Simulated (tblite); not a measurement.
Compound: C6H15NSi2.
Structure used (GFN2-xTB), in Å, numbered top down from 1:
```
atom  x, y, z in Å
C1     1.1401    0.3454    1.5881
C2     1.3642   -0.1699    0.3826
C3     2.4020   -1.2336    0.1640
C4     0.6677    0.3422   -0.8089
C5     1.5387    0.6749   -1.9915
C6    -0.6508    0.5405   -0.8839
N7    -1.6328    0.1807    0.0394
Si8   -2.9732    1.2660    0.2900
Si9   -1.5472   -1.3236    0.9169
H10    1.6655   -0.0038    2.4617
H11    0.4343    1.1442    1.7373
H12    3.2639   -0.8234   -0.3618
H13    2.7409   -1.6385    1.1143
H14    1.9959   -2.0437   -0.4402
H15    0.9708    1.2163   -2.7442
H16    2.3845    1.2884   -1.6829
H17    1.9306   -0.2337   -2.4490
H18   -1.0478    1.0115   -1.7775
H19   -4.2160    0.5876   -0.0821
H20   -2.7377    2.4360   -0.5541
H21   -3.0095    1.6552    1.7011
H22   -0.6527   -2.2068    0.1775
H23   -1.1299   -1.1355    2.3062
H24   -2.9130   -1.8568    0.9047
```

All values are computed: GFN2-xTB (tblite) harmonic vibrations without scaling, gas phase. This tight-binding method is rough: wavenumbers can miss measured ones by several per cent, in bad cases by 10 to 20. Modes of hydrogen on silicon can be 10 to 20 % off. One conformer, not necessarily the lowest. The optimisation stopped once no atom felt more than 0.01 eV/Å.

Lowest wavenumbers of the output (negative numbers stand for imaginary wavenumbers):
```
mode    cm-1
  1     -66.7
  2      39.3
  3      80.1
  4     116.3
  5     133.8
  6     151.0
  7     180.8
  8     183.0
  9     203.8
 10     222.2
```

Is this structure a minimum?

No. 1 mode is imaginary beyond 20i (67i cm⁻¹), so at this level the point lies at or near a first-order saddle.

Which atoms move in the imaginary mode?

67i: H19 (Si–H hydrogen) 33 %, H21 (Si–H hydrogen) 33 %, H20 (Si–H hydrogen) 27 %. These are shares of the mass-weighted motion.

What is the remedy?

Step along that mode in both directions, optimise again with tighter thresholds and repeat the frequencies. The zero-point energy of this point (115.1 kcal/mol) counts the 65 real modes alone, and thermal corrections from it aren't those of a minimum.

On Arm Neoverse N1, one thread, on a shared host, this took 2.4 s. This covers the Hessian and the dipole derivatives.
